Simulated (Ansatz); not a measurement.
A run for Ansatz (a program for electronic structure): R-CCSD(T)/cc-pVTZ on BFH2Se2 (SMILES FB([SeH])[SeH]), a point of a torsion scan. The run froze 30 orbitals, filled d shells among them.

Ansatz 0.2 input:
```yaml
crystal:
  periodic: [false, false, false]
  atoms:
    - {symbol: F, position_ang: [0.35016809, 2.00938440, 0.26444359]}
    - {symbol: B, position_ang: [0.15609157, 0.73588378, -0.01508648]}
    - {symbol: Se, position_ang: [-1.65001593, 0.24291785, -0.47396608]}
    - {symbol: Se, position_ang: [1.71501740, -0.39318188, 0.08778225]}
    - {symbol: H, position_ang: [-1.42002704, -1.16735116, -0.69336688]}
    - {symbol: H, position_ang: [1.08013259, -1.63997699, -0.27594097]}
basis:
  gaussian:
    orbitals: cc-pVTZ
magnetization: {spin_polarized: false}
correlation: {method: ccsd_t, electrons: outside_noble_gas}
scf: {lower_state_search: off}
```

Program output:

```
WARN ansatz: RAYON_NUM_THREADS=1 ignored (pool sized by the plan → 1); use --threads N
Functional definition: HF
these checks for a lower state are left out or cut short: stability, starts, cluster_reference, orbital_swaps, neighbouring_geometries, increment
integrals: 0.54 GiB planned
1088 factors; integrals over basis functions are off by at most 1.3e-3 eV
mean field: 0.72 GiB planned
mean field evaluation 1: about -134019.7642 eV, gradient 2.7e1 eV
mean field evaluation 2: about -134019.9575 eV, gradient 2.7e1 eV
mean field evaluation 4: about -134021.9120 eV, gradient 2.9e0 eV
mean field evaluation 8: about -134021.9588 eV, gradient 2.1e-1 eV
mean field -134021.95904141 eV, -4925.2161514251 hartree, gradient 2.9e-6 eV, S^2 0.000000; 0 other end points of the search recorded, 0 dependent functions left out
30 core orbitals not correlated
reference -134021.95904141 eV, -4925.2161514251 hartree; 12, 12 occupied and 132, 132 virtual orbitals, 1088 factors
second order -17.82297176 eV of doubles, -0.00000000 eV of singles
coupled cluster: 1.16 GiB planned
cycle   1  -18.23806956 eV  change   -4.2e-1 eV  update   1.0e-1
cycle   2  -18.66357028 eV  change   -4.3e-1 eV  update   2.9e-2
cycle   3  -18.76017802 eV  change   -9.7e-2 eV  update   1.6e-2
cycle   4  -18.75061982 eV  change    9.6e-3 eV  update   4.2e-3
cycle   5  -18.74753113 eV  change    3.1e-3 eV  update   1.7e-3
cycle   6  -18.74796114 eV  change   -4.3e-4 eV  update   6.4e-4
cycle   7  -18.74760373 eV  change    3.6e-4 eV  update   2.0e-4
cycle   8  -18.74760084 eV  change    2.9e-6 eV  update   7.1e-5
cycle   9  -18.74763756 eV  change   -3.7e-5 eV  update   2.9e-5
cycle  10  -18.74763430 eV  change    3.3e-6 eV  update   9.4e-6
perturbative correction -0.75777803 eV, -0.0278478288 hartree
Total energy: -134041.46445373 eV, -4925.9329621069 hartree
Checks for a lower state left out: stability, starts, cluster_reference, orbital_swaps, neighbouring_geometries, increment
```

Self-consistency was reached.

Cost: very roughly 25 core-seconds.
